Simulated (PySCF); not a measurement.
Gas-phase reaction: WO₂(OH)₂ + 6 Cl → WCl₆ + 2 O₂ + 2 H

Energies from PySCF, thermal terms from the rigid-rotor harmonic-oscillator model, ideal gas at 1 bar. † marks an energy on the PBE0/def2-TZVP geometry and frequencies; other levels use their own. MP2 and CCSD(T) freeze the core. Open shells (unrestricted): Cl (multiplicity 2, electronic degeneracy 6), O₂ (multiplicity 3), H (multiplicity 2); the rest are closed-shell singlets. Spin-orbit splitting is ignored; it lowers the true energy and changes the entropy of Cl. B3LYP is the form with VWN-RPA correlation. W: scalar-relativistic def2 core potential, no spin-orbit coupling. No R ln 2 is added for the mirror-image form of WO₂(OH)₂. MP2 isn't extrapolated to the basis-set limit; its ΔH°(298 K) is 123.6 kJ in def2-SVP and 71.8 kJ in def2-TZVPP. CCSD(T) isn't extrapolated to the basis-set limit. The harmonic model lacks anharmonicity and excited electronic states, which grow with temperature; levels with a mode under 35 cm⁻¹ are left out. Soft modes under 120 cm⁻¹ make the harmonic entropy rough for WCl₆. Warning, large T1 diagnostic: WCl₆, WO₂(OH)₂ (CCSD(T)/def2-SVP†).

| level | ΔE electronic, kJ | ΔH°(298 K), kJ | ΔS°(298 K), J/K | ΔG°(1600 K), kJ |
|---|---|---|---|---|
| B3LYP/def2-TZVP† | 152 | 110 | -288 | 559 |
| BLYP/def2-TZVP† | 110 | 69 | -288 | 518 |
| CCSD(T)/def2-SVP† | 210 | 169 | -288 | 618 |
| HF/def2-TZVP† | 422 | 381 | -288 | 830 |
| MP2/def2-SVP† | 165 | 124 | -288 | 573 |
| PBE/def2-SVP | -101 | -140 | -292 | 316 |
| PBE0/def2-SVP† | 4 | -37 | -288 | 412 |
| PBE0/def2-TZVP | 29 | -12 | -288 | 437 |
| LDA/def2-TZVP† | -214 | -256 | -288 | 193 |
| ωB97X-V/def2-TZVP† | 91 | 50 | -288 | 499 |
ΔH° is lowest at LDA/def2-TZVP† and highest at HF/def2-TZVP†. No reference value is set beside these.
